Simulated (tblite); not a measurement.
Input of a run (GFN2-xTB geometry optimisation, gas phase (tblite 0.8.0)), started from a force field or distance geometry:
```
{"job": {"kind": "relax", "xc": "GFN2-xTB", "basis": "xTB"}, "charge": 0, "multiplicity": 2}
C      2.119600     0.158700     0.795900
C      0.831900    -0.369900     0.157800
F      1.117600    -1.125100    -0.965300
O      0.142600     0.775900    -0.254300
C     -1.039600     0.465700    -0.897000
C     -1.851700    -0.314300     0.129200
F     -1.128600    -1.449600     0.485400
F     -3.017600    -0.677600    -0.500500
H      2.401000    -0.518700     1.644800
H      2.934800     0.235700     0.072500
H      1.958800     1.188300     1.194700
H     -1.542000     1.443600    -1.097100
H     -0.920000    -0.087400    -1.837100
H     -2.007500     0.274400     1.048900
```

Output (eV, eV/Å):
```
step      E/eV     max force
  0    -810.73730    3.691
  1    -811.01544    2.009
  2    -811.15666    0.822
  3    -811.21099    0.639
  4    -811.25806    0.748
  5    -811.28840    0.607
  6    -811.31075    0.407
  7    -811.32854    0.339
  8    -811.34342    0.298
  9    -811.35454    0.223
 10    -811.36399    0.274
 11    -811.37299    0.268
 12    -811.38078    0.206
 13    -811.38535    0.162
 14    -811.38772    0.113
 15    -811.38975    0.129
 16    -811.39215    0.127
 17    -811.39467    0.115
 18    -811.39693    0.109
 19    -811.39885    0.098
 20    -811.40073    0.113
 21    -811.40267    0.112
 22    -811.40446    0.112
 23    -811.40609    0.094
 24    -811.40780    0.121
 25    -811.40965    0.126
 26    -811.41145    0.104
 27    -811.41312    0.096
 28    -811.41479    0.110
 29    -811.41656    0.098
 30    -811.41811    0.097
 31    -811.41904    0.074
 32    -811.41968    0.066
 33    -811.42026    0.066
 34    -811.42070    0.064
 35    -811.42110    0.048
 36    -811.42153    0.048
 37    -811.42198    0.060
 38    -811.42247    0.063
 39    -811.42298    0.056
 40    -811.42355    0.057
 41    -811.42425    0.069
 42    -811.42501    0.064
 43    -811.42558    0.041
 44    -811.42582    0.030
 45    -811.42591    0.025
 46    -811.42598    0.019
 47    -811.42605    0.019
 48    -811.42612    0.019
 49    -811.42618    0.021
 50    -811.42625    0.022
 51    -811.42637    0.028
 52    -811.42657    0.040
 53    -811.42688    0.049
 54    -811.42733    0.060
 55    -811.42790    0.071
 56    -811.42861    0.068
 57    -811.42954    0.089
 58    -811.43051    0.112
 59    -811.43158    0.119
 60    -811.43291    0.081
 61    -811.43371    0.138
 62    -811.43449    0.100
 63    -811.43512    0.055
 64    -811.43534    0.040
 65    -811.43556    0.027
 66    -811.43575    0.037
 67    -811.43589    0.032
 68    -811.43602    0.020
 69    -811.43606    0.025
 70    -811.43611    0.013
 71    -811.43615    0.009
```

Task: Summarise the run.

Result: The energy falls by 16.1 kcal/mol over 71 L-BFGS steps, the largest force on an atom goes from 3.69 to 0.009 eV/Å, and the atoms move by 0.371 Å rms after alignment. The bond that changes most is C1–C2 (ends: carbon bonded to C and 3 H; carbon bonded to C, F and O), which shortens by 0.049 Å. Bonds longer at the end by more than 0.005 Å: 2 of 13; shorter: 8. Among the angles that change most is C1–C2–O4, from 104.7° to 117.2°. Among the dihedrals that turn most is H9–C1–C2–F3, from -98° to -60°. The energy never rose by more than 1e-5 eV on the way. The first step brought 40 % of the lowering.

Task: What are the final bond lengths?

Result: C1–C2 1.482 Å, C2–F3 1.366 Å, C2–O4 1.366 Å, O4–C5 1.407 Å, C5–C6 1.535 Å, C6–F7 1.351 Å, C6–F8 1.353 Å, C1–H9 1.088 Å, C1–H10 1.096 Å, C1–H11 1.085 Å, C5–H12 1.092 Å, C5–H13 1.096 Å, C6–H14 1.101 Å. Numbering counts from 1 in the input's order; the species is `C[C](F)OCC(F)F` [radical].

The run took 0.29 s wall on one thread of an Arm Neoverse V2 (shared host).

Its GFN2-xTB frequencies are all real (lowest 24 cm⁻¹). 3 starts were optimised and ended at 0.00, 0.42 and 2.78 kcal/mol (GFN2-xTB); the lowest of these is shown.

One conformer stands for the species.

The numbers are calculated, not measured.
